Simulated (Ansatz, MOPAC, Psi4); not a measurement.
Process, species as SMILES: CCCC=O + H+ -> C(CCC)=[OH+] (at O, the best of the heteroatom sites tried; carbon was not tried)

Quantity: proton affinity (enthalpy at 298 K), in kcal/mol. Positive where the reaction releases energy. Conventions: 6-311+G** with 5d; dispersion terms only where a functional's name holds one; no spin-orbit coupling; six Cartesian d functions in 6-31G* and its kin unless marked 5d; valence correlation only; LANL2DZ all-electron up to Ne; non-relativistic; PM7 with its own dispersion and hydrogen-bond terms. CBS marks a two-point X^-3 extrapolation of the correlation energy; Hartree-Fock from the larger set. The bracket is a focal-point correction in the basis named. Ab initio and DFT rows: single points at B3LYP-D3(BJ) geometries (Ansatz, an electronic-structure program), with unscaled harmonic terms from B3LYP/6-31G* (Ansatz) at its own minima. Semi-empirical rows: MOPAC heats of formation at their own minima for 298 K, the proton's as measured.

Coupled cluster (Ansatz) is a level with limits of its own, used here on species with T1 under 0.025 (0.045 for open shells) and stable references: RI-MP2/CBS(cc-pVTZ,cc-pVQZ)+[CCSD(T)-MP2]/cc-pVTZ.

Value to compare with, RI-MP2/CBS(cc-pVTZ,cc-pVQZ)+[CCSD(T)-MP2]/cc-pVTZ (Ansatz): 188.8 kcal/mol.

```
level                           program  proton affinity (enthalpy at 298 K) (kcal/mol)  difference
-----------------------  --------------  ----------------------------------------------  ----------
PM3                               MOPAC                                           176.5       -12.3
PM7                               MOPAC                                           185.1        -3.7
PBE/def2-SVP                     Ansatz                                           191.1         2.3
PBE/6-311+G**                    Ansatz                                           189.0         0.2
B3LYP/LANL2DZ                    Ansatz                                           187.9        -0.9
B3LYP/6-31G*                     Ansatz                                           189.8         1.0
B3LYP/6-31+G*                    Ansatz                                           185.9        -2.9
PBE0/6-311+G**                   Ansatz                                           190.3         1.5
wB97X-D/6-311+G**                  Psi4                                           191.2         2.4
MP2/6-31G*                       Ansatz                                           184.0        -4.8
PBE/def2-TZVPD                   Ansatz                                           190.1         1.3
B3LYP/def2-TZVPD                 Ansatz                                           190.1         1.3
B3LYP-D3(BJ)/def2-TZVPD  Ansatz + dftd3                                           190.6         1.8
```

Among the 10 habitual levels, PM3 lies farthest from RI-MP2/CBS(cc-pVTZ,cc-pVQZ)+[CCSD(T)-MP2]/cc-pVTZ (Ansatz) (-12.3 kcal/mol) and PBE/6-311+G** nearest (0.2); 5 of 10 lie above it, and their mean absolute difference is 3.2 kcal/mol, the median 2.3. One case shows no general order.

The levels are drawn from those run, B3LYP/6-31G* more often than the rest, none by its result; left out are runs that failed, that the program found above a lower state of the same kind, or whose <S^2> lies over 0.5 above the pure value.
